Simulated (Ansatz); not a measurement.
Input and output for ZnF₂.

```yaml
crystal:
  periodic: [false, false, false]
  atoms:
    - {symbol: Zn, position_ang: [-0.000097, -0.000319, 0.000188]}
    - {symbol: F, position_ang: [-1.629854, 0.556411, 0.115724]}
    - {symbol: F, position_ang: [1.629951, -0.556081, -0.115902]}
basis:
  gaussian: {orbitals: x2c-TZVPPall}
hamiltonian: {xc: {name: LC-wPBE}}
scf: {omitted_lower_state_checks: [starts]}
```

```sh
$ ansatz run in.yaml --threads 4 --pin off --events-out ev --progress --plain --max-ram 3916MiB
```

It prints (some lines left out):

```
Functional definition: LC-wPBE
801 factors; their error is unknown
140 factors; integrals over basis functions are off by at most 5.3e-4 eV
mean field evaluation 1: about -54298.0326 eV, gradient 6.5e1 eV
mean field evaluation 2: about -54292.9443 eV, gradient 1.1e2 eV
mean field evaluation 4: about -54303.3741 eV, gradient 3.5e0 eV
mean field evaluation 8: about -54303.3769 eV, gradient 4.8e-2 eV
mean field evaluation 16: about -54303.3769 eV, gradient 1.1e-5 eV
mean field -54303.37691931 eV, -1995.6122936338 hartree, gradient 1.1e-5 eV, S^2 0.000000; 0 other end points of the search recorded, 0 dependent functions left out
reference -54303.37691931 eV, -1995.6122936339 hartree; 24, 24 occupied and 102, 102 virtual orbitals, 801 factors
Total energy: -54303.37691931 eV, -1995.6122936339 hartree
Relativity: scalar
Checks for a lower state left out: starts
```

Hardware: 4 threads of Arm Neoverse V1 on a shared host. Wall time 0.9 s.

DK, ANO-RCC and x2c sets are all-electron and run with scalar relativity unless a key says otherwise. LC-ωPBE has ω = 0.4 bohr⁻¹.
